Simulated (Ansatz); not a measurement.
`C1=C[SiH2]OC1`. Charge 0, multiplicity 1.

Z-matrix (Å, degrees):
```
Si
C 1 1.851
O 1 1.660 2 94.7
H 1 1.488 2 115.7 3 116.5
H 1 1.488 2 115.7 3 -116.5
C 2 1.334 1 105.8 3 -0.0
H 2 1.083 1 131.9 3 -180.0
C 3 1.411 1 112.7 2 0.0
H 6 1.088 2 124.4 1 -180.0
H 8 1.098 3 109.5 1 121.5
H 8 1.098 3 109.5 1 -121.5
```

Question: List the harmonic frequencies (cm⁻¹, unscaled) at PBE0-D4/def2-TZVP in Ansatz. (Best estimate.)

Answer: Computed: 166, 338, 500, 586, 671, 685, 725, 749, 804, 899, 931, 989, 1001, 1041, 1067, 1164, 1236, 1329, 1376, 1489, 1640, 2205, 2217, 3014, 3040, 3161, 3221.

Question: Is this a minimum?

Answer: Yes, all 27 modes are real.

Question: Give the ideal-gas thermochemistry at 298.15 K and 1 bar (rigid rotor, harmonic oscillator; point group Cs, symmetry number 1).

Answer: Zero-point energy 216.8 kJ/mol; H(298) − E = 232.5 kJ/mol; entropy 300.6 J/(mol·K), of which translation 164.4, rotation 107.0, vibration 29.2; G(298) − E = 142.9 kJ/mol.

Question: Rotational constants (cm⁻¹)?

Answer: 0.2273, 0.1645, 0.1005.
